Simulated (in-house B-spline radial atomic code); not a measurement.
P. Computed with a B-spline radial atomic code. Model: non-relativistic spherical atom: semilocal Troullier-Martins pseudo-atom, one channel per l, against all electrons, high spin, G0W0 and RPA with empty states to l = 8, local potential for every l without a channel, a model core (radius 0 = none) keeps its share of the functional.

What the tables leave out is listed at the end.

The pseudopotential gives back the lowest level of each angular momentum of its own functional in the configuration it was made in; a second state of the same l is only approximately right. Exact exchange, RPA and GW see the smooth pseudo-orbitals and miss the exchange with the core, for which the functional's share stands in. The column with an uncorrelated core keeps all orbitals and exact exchange, and so separates missing core correlation from pseudisation. Only the three outermost levels and the lowest empty one were computed. RPA here is direct RPA, with no exchange kernel, and its energies carry an (l + 1/2)⁻⁴ tail. A hybrid on a potential with a model core restores only its own semilocal share of the core's exchange.

Command:
```bash
python run_psgw.py task.json out
```
Settings (lengths in bohr, energies in hartree):
```
Z                      15
electrons              15
configuration          [Ne] 3s2 3p3
generated_in           [Ne] 3s2 3p3
functional             lda,vwn
core_shells            3
radius_factor          0.8
core_correction        False
```

Run time, properties included: 9.5 s on 1 thread of Intel(R) Xeon(R) 6975P-C (Granite Rapids), on a shared host.

Given: made with LDA VWN5; model core radius 0 bohr; local radius 1.29 bohr; mean-field start LDA VWN5.

Valence shells of the generating configuration: 3s, 3p.

Channel: s 1.262, p 1.452 (radii in bohr).

Computed: largest level miss in the spin-unpolarised generating configuration 0 eV; valence RPA correlation energy all-electron orbitals -0.20863 hartree; all-electron RPA polarisability, core included 23.315 bohr³; pseudo-atom RPA polarisability 23.08 bohr³.

```tsv
level	occupied	mean-field all-electron (eV)	mean-field pseudo minus all (eV)	G0W0 all-electron (eV)	G0W0 uncorrelated core minus all (eV)	G0W0 pseudo minus all (eV)	exchange self-energy all-electron (eV)	exchange self-energy pseudo (eV)
3p up	1	-6.2961	-0.032	-10.126	0.084	-0.204	-16.859	-15.373
3s down	1	-12.25	0.224	-15.948	0.174	0.064	-15.414	-12.667
3p down (empty)	0	-4.1223	0.134	-1.2047	0.082	-0.124	-3.7899	-2.3706
```

Task: What is the valence RPA correlation energy pseudo?

Result: -0.21375 hartree.

Given: mean-field start PBE0.

Computed: valence RPA correlation energy pseudo -0.1936 hartree; all-electron RPA polarisability, core included 19.574 bohr³; pseudo-atom RPA polarisability 19.102 bohr³.

```tsv
level	occupied	mean-field all-electron (eV)	mean-field pseudo minus all (eV)	G0W0 all-electron (eV)	G0W0 uncorrelated core minus all (eV)	G0W0 pseudo minus all (eV)	exchange self-energy all-electron (eV)	exchange self-energy pseudo (eV)
3p up	1	-7.5331	-0.054	-10.456	0.086	-0.13	-16.846	-15.543
3s down	1	-13.139	0.074	-16.159	0.191	0.134	-15.349	-12.824
3p down (empty)	0	-2.664	0.001	-0.78832	0.079	-0.026	-3.5106	-2.3088
```

Task: What is the valence RPA correlation energy all-electron orbitals?

Result: -0.18769 hartree.

Given: mean-field start Hartree-Fock.

Computed: valence RPA correlation energy all-electron orbitals -0.14645 hartree; valence RPA correlation energy pseudo -0.15169 hartree; all-electron RPA polarisability, core included 14.327 bohr³.

```tsv
level	occupied	mean-field all-electron (eV)	mean-field pseudo minus all (eV)	G0W0 all-electron (eV)	G0W0 uncorrelated core minus all (eV)	G0W0 pseudo minus all (eV)	exchange self-energy all-electron (eV)	exchange self-energy pseudo (eV)
3p up	1	-10.67	-0.153	-10.919	0.085	-0.07	-16.704	-15.617
3s down	1	-15.134	0.184	-16.362	0.196	0.283	-14.892	-12.659
3s up	1	-22.755	-0.135	-20.442	0.101	0.005	-22.596	-20.726
```

Task: What is the pseudo-atom RPA polarisability?

Result: 13.783 bohr³.

Among the listed levels the largest G0W0 shift of the pseudo-atom is +0.28 eV, for 3s down on the Hartree-Fock start, while leaving the core uncorrelated moves that level by +0.20 eV. The rest, +0.09 eV, comes from pseudisation and the lost core exchange. Not in the tables (levels of low weight, unsolved or above zero; the highest and the empty levels are kept at any weight): on LDA the G0W0 levels 3s up (pseudo minus all -0.07 eV, weights 0.05 and 0.07); on PBE0 the G0W0 levels 3s up (pseudo minus all -0.00 eV, weights 0.35 and 0.33).
